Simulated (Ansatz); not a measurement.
**Telling isomers of CH4GeZn apart by their spectra**

These gas-phase data were calculated for one isomer of CH4GeZn at B3LYP/6-31G* (harmonic, unscaled wavenumbers; equilibrium rotational constants with average atomic masses):

| Item | Value |
| --- | --- |
| rotational constants | 9.527, 1.972, 1.65 GHz |
| all wavenumbers above 1500 cm⁻¹ | 3139, 3097, 3017, 1722 |

Candidates:

(1) `[CH3][Ge][ZnH]`, a singlet
(2) `[ZnH][CH2][GeH]`, a singlet

Q: Which structure fits?

A: Candidate (1). 3 modes lie between 2750 and 3290 cm⁻¹, one for each C–H bond, while (2) has 2.

The same quantities for all candidates:

```tsv
	rotational constants (GHz)	wavenumbers above 1500 cm⁻¹	E above the lowest, B3LYP/6-31G* (kcal/mol)
(1)	9.527, 1.972, 1.65	3139, 3097, 3017, 1722	1.7
(2)	19.86, 1.42, 1.355	3122, 3046, 1863, 1830	0.0
```

Each candidate is one conformer. Programs: Ansatz 0.2.0.
